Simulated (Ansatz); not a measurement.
Relaxation of CH₈Al₃NO (14 atoms, charge 0, multiplicity 1), to a largest force component of 0.02 eV/Å in at most 40 steps.

These are results of RKS PBE0-D4/STO-3G (Ansatz), not measurements.

```xyz
14
Properties=species:S:1:pos:R:3:forces:R:3
N -3.142 1.551 0.080 2.28 2.43 -1.06
Al -1.290 1.507 -0.059 0.79 0.01 0.10
Al -0.216 -0.644 -0.623 1.02 0.24 0.25
O -1.121 -2.140 -0.887 0.51 0.60 0.40
C 1.804 -0.753 -0.739 -2.04 0.37 2.73
Al 2.591 -0.208 1.030 -0.60 0.08 -0.24
H -3.449 0.891 0.786 -0.91 -1.48 0.53
H -3.529 1.286 -0.857 -0.42 -0.63 0.47
H -0.402 2.833 0.243 -1.33 -1.54 -0.36
H -1.278 -2.555 0.039 0.12 0.37 -0.36
H 2.153 -0.056 -1.490 0.42 0.02 -0.49
H 2.124 -1.776 -0.951 0.26 0.10 -0.42
H 1.591 0.242 2.220 1.33 -0.61 -1.49
H 4.151 -0.206 1.237 -1.43 0.02 -0.05
```

**Question.** Where does it end, and by what steps?

**Answer.** The forces met the threshold. Limits of this set-up: minimal basis. After 39 steps the energy has fallen by 3.633 eV; H14 moved furthest, 3.34 Å. Joined: Al3–Al6, O4–Al6.

```csv
step,energy less start (eV),largest force component (eV/Å),accepted
0,0.0000,2.727,yes
2,-0.9164,1.745,yes
4,-1.1391,1.450,yes
6,-1.4484,0.909,yes
8,-1.7216,1.478,yes
10,-1.9263,1.122,no
12,-2.0404,0.269,yes
14,-2.0870,0.138,yes
16,-2.0994,0.451,yes
18,-2.1389,0.068,yes
20,-2.1479,0.237,yes
22,-2.1622,0.138,yes
24,-2.1690,0.186,yes
26,-2.2094,0.366,yes
28,-2.4234,0.697,yes
30,-3.2224,1.164,yes
32,-3.5474,0.750,yes
34,-3.6028,0.556,yes
36,-3.6205,0.219,yes
38,-3.6294,0.180,yes
39,-3.6330,0.017,yes
```

```xyz
14
Properties=species:S:1:pos:R:3
N -3.216 0.760 -0.450
Al -1.697 1.561 -0.671
Al 0.265 0.341 -0.287
O 0.317 -0.832 1.002
C 2.074 -0.070 -0.659
Al 2.112 -1.302 0.849
H -3.366 -0.226 -0.177
H -4.143 1.192 -0.601
H -1.825 2.998 -1.090
H -0.377 -1.110 1.664
H 2.743 0.792 -0.605
H 2.224 -0.527 -1.641
H 2.751 -0.824 2.126
H 2.125 -2.781 0.568
```

Run time: 6.4 min on 1 thread of Intel(R) Xeon(R) Processor @ 2.50GHz (Skylake/Cascade Lake), on a shared host, peak memory 0.17 GiB.
